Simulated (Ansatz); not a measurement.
AlBFH3OS, SMILES `[OH][AlH][S]BF`, 8 atoms. Charge 0, multiplicity 1. All runs use 2 threads of an Arm Neoverse V1 on a shared host. Correlated methods freeze the cores.

Q: Give the basis size and wall time and peak host memory of each of these runs in Ansatz. RHF-CCSD(T)/def2-SVP energy; RKS PBE0-D4/def2-SVP energy; RKS ωB97M-V/def2-SVP energy; RKS r2SCANh-D4/def2-TZVPP energy; RHF-MP2/def2-QZVPP energy; RKS SPW92 (LDA)/def2-TZVPP energy; RKS CAM-B3LYP-D4/def2-TZVPP energy; RHF-CCSD(T)/def2-TZVPP energy; RKS PBE-D4/def2-TZVPP energy and forces; RKS PBE0-D4/def2-QZVPP energy; RKS ωB97M-V/def2-QZVPP energy; RKS PBE0-D4/def2-TZVP frequencies. (Best estimate.)

A: The calculation gave: Other jobs shared the machine, so times are rough.

```json
{"level": "RKS PBE0-D4/def2-SVP", "job": "energy", "functions": "93", "wall time": "1.8 s", "peak host memory (GiB)": "0.43"}
{"level": "RKS SPW92 (LDA)/def2-TZVPP", "job": "energy", "functions": "219", "wall time": "1.9 s", "peak host memory (GiB)": "0.26"}
{"level": "RKS PBE-D4/def2-TZVPP", "job": "energy and forces", "functions": "219", "wall time": "3.8 s", "peak host memory (GiB)": "0.26"}
{"level": "RHF-CCSD(T)/def2-SVP", "job": "energy", "functions": "93", "wall time": "4.8 s", "peak host memory (GiB)": "0.43"}
{"level": "RKS CAM-B3LYP-D4/def2-TZVPP", "job": "energy", "functions": "219", "wall time": "5.5 s", "peak host memory (GiB)": "0.56"}
{"level": "RKS ωB97M-V/def2-SVP", "job": "energy", "functions": "93", "wall time": "8.5 s", "peak host memory (GiB)": "0.43"}
{"level": "RKS r2SCANh-D4/def2-TZVPP", "job": "energy", "functions": "219", "wall time": "8.5 s", "peak host memory (GiB)": "0.5"}
{"level": "RKS PBE0-D4/def2-QZVPP", "job": "energy", "functions": "401", "wall time": "14 s", "peak host memory (GiB)": "1.2"}
{"level": "RHF-MP2/def2-QZVPP", "job": "energy", "functions": "401", "wall time": "28 s", "peak host memory (GiB)": "1.9"}
{"level": "RKS ωB97M-V/def2-QZVPP", "job": "energy", "functions": "401", "wall time": "33 s", "peak host memory (GiB)": "1.4"}
{"level": "RHF-CCSD(T)/def2-TZVPP", "job": "energy", "functions": "219", "wall time": "2.4 min", "peak host memory (GiB)": "3.2"}
{"level": "RKS PBE0-D4/def2-TZVP", "job": "frequencies", "functions": "185", "wall time": "2.9 min", "peak host memory (GiB)": "0.45"}
```
